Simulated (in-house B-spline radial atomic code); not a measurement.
Ionising the tungsten ion W⁵⁺ with different functionals

Computed with an all-electron radial atomic-structure program (B-spline basis): four-component Dirac-Coulomb Hamiltonian, Fermi nucleus of rms radius 5.3658 fm, spin-restricted, spherical fractional occupations for the functionals, and exact exchange of hybrids averaged over the configuration. The ionisation energy is the difference of two self-consistent energies, [Xe] 4f14 5d1 → [Xe] 4f14, without Breit or QED terms; ε is the level of the shell that loses the electron (mean over j). The electron is taken from both j subshells in proportion to 2j + 1, so the result is a j average, not the step between ground levels.

| method | rung | ΔSCF (eV) | -ε(5d) (eV) |
| --- | --- | --- | --- |
| PBE0 | global hybrid | 63.88 | 58.73 |
| B3LYP | global hybrid | 64.05 | 58.50 |
| CAM-B3LYP | range-separated hybrid | ? | ? |
| wB97X | range-separated hybrid | ? | ? |

(1) What does wB97X give?

(2) What does CAM-B3LYP give?

(3) Among the functionals, which spreads more, the ΔSCF values or the orbital energies?

(4) How do they compare with the NIST value?

## Answers

(1) ΔSCF 63.42 eV, and -ε(5d) = 61.00 eV.

(2) ΔSCF 64.08 eV, and -ε(5d) = 60.38 eV.

(3) The orbital energies: ΔSCF values span about 0.65 eV and the orbital energies 2.50 eV.

(4) NIST lists 64.77 eV ± 0.04 (semi-empirical, ground level to ground level). Errors run from -1.35 to -0.69 eV. The correlated functionals all miss on the same side by more than they spread, so the cause is common to them (Breit-QED terms, spin polarisation, the choice among j levels, multiplet and fine-structure energies, or a listed next ion that isn't the cheapest removal here) and closeness doesn't rank the functionals.
